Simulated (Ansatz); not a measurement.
`C=[C](O)[AlH2]` + H₂O → `C=C(O)O` + `[AlH3]` at 500 K and 1 bar (formal hydrolysis of a C–Al bond).

Program: Ansatz. Geometries: PBE0-D4/def2-TZVP. ΔE: electronic, gas phase. CBS: MP2 limit from def2 TZ/QZ plus the TZ coupled-cluster correction, frozen cores. This one scheme is used for every species. One conformer a species, not always the lowest.

| species | CCSD(T)/CBS energy (Eh) | H − E (kJ/mol) | S (J/(mol·K)) |
| --- | --- | --- | --- |
| `C=[C](O)[AlH2]` | -396.25335 | 197.5 | 369.6 |
| H₂O | -76.37941 | 73.2 | 206.3 |
| `C=C(O)O` | -228.83299 | 193.7 | 329.4 |
| `[AlH3]` | -243.78045 | 68.7 | 232.2 |

H − E and S are ideal-gas, rigid-rotor, harmonic terms from PBE0-D4/def2-TZVP, for one conformer and one mirror image of each species. 1 Eh = 2625.50 kJ/mol, R = 8.31446 J/(mol·K).

Q: By hand: ΔE, ΔH, ΔS and ΔG.

A: ΔE = (-228.83299) + (-243.78045) − (-396.25335) − (-76.37941) = 0.01932 Eh = 50.7 kJ/mol. Δ(H − E) = 193.7 + 68.7 − 197.5 − 73.2 = -8.3, so ΔH = 42.4 kJ/mol. ΔS = 329.4 + 232.2 − 369.6 − 206.3 = -14.3 J/(mol·K). ΔG = 42.4 − 500 × (-14.3)/1000 = 49.5 kJ/mol.

Q: By hand: the equilibrium constant, and the temperature at which ΔG would vanish if ΔH and ΔS stayed fixed.

A: log₁₀ K = −ΔG/(RT ln 10) = -5.2. ΔH and −TΔS have one sign here, so there is no such temperature.

The number of gas molecules stays the same, so ΔS is small and ΔH decides. A doubt of 5 kJ/mol in ΔE shifts log₁₀ K by 0.5 here. Other conformers and mirror images would add mixing entropy, several J/(mol·K) or more a flexible species. These are equilibria of isolated gas molecules and say nothing of rates. Largest T1 diagnostic: 0.013 (customary marks: 0.02 for closed shells, 0.045 for open ones).
